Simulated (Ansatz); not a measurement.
A thermochemical cycle in electronic energies (no zero-point or thermal terms), species as SMILES, kcal/mol. Geometries: B3LYP-D3(BJ)/def2-TZVP minima from Ansatz (a first-principles code), one conformer each, not searched for the lowest. Valence correlation only, unless marked. Open shells are spin-unrestricted. No spin-orbit coupling. Non-relativistic. CBS(X,Y): correlation extrapolated as X^-3; Hartree-Fock from the larger set. The bracket is a focal-point correction in the basis named. Anions need diffuse functions, of which def2-TZVPD holds fewer than the aug- sets.

```
step                                                                        RI-MP2/CBS(aug-cc-pV(T+d)Z,aug-cc-pV(Q+d)Z)+[CCSD(T)-MP2]/aug-cc-pV(T+d)Z (Ansatz)  PBE0-D4/def2-TZVPD (Ansatz + dftd4)
--------------------------------------------------------------------------  ----------------------------------------------------------------------------------  -----------------------------------
bond energy D: SS (H2S2) -> [S]S + H atom                                                                                                                 78.9                                 74.3
electron affinity EA, positive where the anion is bound: [S]S + e- → [S-]S                                                                                44.8                                 40.1
ionisation of the H atom at the same level, IE                                                                                                           313.7                                314.4
```

Find the deprotonation energy A: SS (H2S2) → [S-]S + H+.

Breaking the bond, ionising the H atom and attaching the electron to the radical add up to the deprotonation, A = D + IE - EA. At RI-MP2/CBS(aug-cc-pV(T+d)Z,aug-cc-pV(Q+d)Z)+[CCSD(T)-MP2]/aug-cc-pV(T+d)Z: A = D + IE - EA = 78.9 + 313.7 - 44.8 = 347.8. At PBE0-D4/def2-TZVPD: A = D + IE - EA = 74.3 + 314.4 - 40.1 = 348.6. The functional differs from the first level by -4.6 in D, -4.7 in EA and +0.8 in A; for EA and A the gap mixes functional and basis.
